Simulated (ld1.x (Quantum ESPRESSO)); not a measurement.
BLYP RRKJ dataset for Co (Z = 27), scalar-relativistic all-electron reference.

* Element: Co (Z = 27)
* Generator: ld1.x (Quantum ESPRESSO) 7.5
* Type: norm-conserving RRKJ (Kleinman–Bylander form)
* Functional: BLYP
* Relativity: scalar-relativistic
* Frozen core: [Ar]
* Valence charge: 9
* Reference configuration: 3d7 4s1.5 4p0.5
* Partial waves: 4s (bound): rc 1.70 bohr; 4p (bound): rc 2.50 bohr; 3d (bound): rc 1.50 bohr
* Local potential: all-electron potential smoothed inside 2.10 bohr (lloc = -1)
* Core correction: a·sin(br)/r model core, default radius (core density twice the valence density)

All-electron outer shells of the reference configuration (BLYP, scalar-relativistic, ld1.x):

| shell | level (eV) | outermost node (bohr) | outermost maximum (bohr) |
| --- | --- | --- | --- |
| 3s | -103.10 | 0.31 | 0.66 |
| 3p | -66.42 | 0.28 | 0.68 |
| 3d | -9.06 | – | 0.66 |
| 4s | -6.05 | 0.96 | 2.29 |
| 4p | -1.68 | 1.05 | 3.17 |

Question: Is a potential produced?

Answer: No. ld1.x (Quantum ESPRESSO) 7.5 stopped with "compute_chi: n is too large": the Bessel-function wave could not be built (negative determinant in compute_phi), and the routine for χ then failed on it.
